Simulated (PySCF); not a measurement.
Isomers of C3H12O2Si3, mass 164.015 u with the commonest isotopes. Method: PBE0-D3(BJ)/def2-SVP geometry optimisation, gas phase in PySCF. One conformer each, none proved a minimum here; rigid rotors.

**Question.** Order these by radius of gyration √(Σ m r²/M), smallest first.
A. `[CH3:1][SiH2:2][O:3][Si@@H:4]1[CH2:5][CH2:6][SiH2:7][O:8]1` with C1–Si2–O3–Si4 -19°, Si2–O3–Si4–C5 101°, O3–Si4–C5–C6 -88°, Si4–C5–C6–Si7 -34°, C5–C6–Si7–O8 27°, C6–Si7–O8–Si4 -8°
B. `[CH2:1]=[C:2]([CH3:3])[SiH:4]([O:5][SiH3:6])[O:7][SiH3:8]` with C1–C2–Si4–O5 -9°, C2–Si4–O5–Si6 -93°, C2–Si4–O7–Si8 130°
C. `[CH2:1]=[CH:2][CH2:3][SiH:4]([O:5][SiH3:6])[O:7][SiH3:8]` with C1–C2–C3–Si4 -104°, C2–C3–Si4–O5 -59°, C3–Si4–O5–Si6 101°, C3–Si4–O7–Si8 -56°

**Answer.** A (2.170 Å), C (2.243 Å), B (2.352 Å).

**Question.** Order these by dipole moment, smallest first.
A. `[CH2:1]=[CH:2][CH2:3][SiH:4]([O:5][SiH3:6])[O:7][SiH3:8]` with C1–C2–C3–Si4 -104°, C2–C3–Si4–O5 -59°, C3–Si4–O5–Si6 101°, C3–Si4–O7–Si8 -56°
B. `[CH2:1]=[C:2]([CH3:3])[SiH:4]([O:5][SiH3:6])[O:7][SiH3:8]` with C1–C2–Si4–O5 -9°, C2–Si4–O5–Si6 -93°, C2–Si4–O7–Si8 130°
C. `[CH3:1][SiH2:2][O:3][Si@@H:4]1[CH2:5][CH2:6][SiH2:7][O:8]1` with C1–Si2–O3–Si4 -19°, Si2–O3–Si4–C5 101°, O3–Si4–C5–C6 -88°, Si4–C5–C6–Si7 -34°, C5–C6–Si7–O8 27°, C6–Si7–O8–Si4 -8°

**Answer.** B (0.67 D), A (0.79 D), C (1.84 D).

**Question.** Order these by rotational constant B, largest first.
A. `[CH3:1][SiH2:2][O:3][Si@@H:4]1[CH2:5][CH2:6][SiH2:7][O:8]1` with C1–Si2–O3–Si4 -19°, Si2–O3–Si4–C5 101°, O3–Si4–C5–C6 -88°, Si4–C5–C6–Si7 -34°, C5–C6–Si7–O8 27°, C6–Si7–O8–Si4 -8°
B. `[CH2:1]=[C:2]([CH3:3])[SiH:4]([O:5][SiH3:6])[O:7][SiH3:8]` with C1–C2–Si4–O5 -9°, C2–Si4–O5–Si6 -93°, C2–Si4–O7–Si8 130°
C. `[CH2:1]=[CH:2][CH2:3][SiH:4]([O:5][SiH3:6])[O:7][SiH3:8]` with C1–C2–C3–Si4 -104°, C2–C3–Si4–O5 -59°, C3–Si4–O5–Si6 101°, C3–Si4–O7–Si8 -56°

**Answer.** B (978.4 MHz), C (917.0 MHz), A (861.4 MHz).

```json
{"SMILES": "C=C(C)[SiH](O[SiH3])O[SiH3]", "point group": "C1", "Ia (u·Å²)": "442.27", "Ib (u·Å²)": "516.56", "Ic (u·Å²)": "855.09", "κ": "0.40", "μa (D)": "0.20", "μb (D)": "0.08", "μc (D)": "0.63"}
{"SMILES": "C=CC[SiH](O[SiH3])O[SiH3]", "point group": "C1", "Ia (u·Å²)": "417.78", "Ib (u·Å²)": "551.14", "Ic (u·Å²)": "680.67", "κ": "-0.25", "μa (D)": "0.35", "μb (D)": "0.52", "μc (D)": "0.48"}
{"SMILES": "C[SiH2]O[Si@@H]1CC[SiH2]O1", "point group": "C1", "Ia (u·Å²)": "272.62", "Ib (u·Å²)": "586.71", "Ic (u·Å²)": "686.04", "κ": "-0.78", "μa (D)": "0.82", "μb (D)": "0.54", "μc (D)": "1.56"}
```
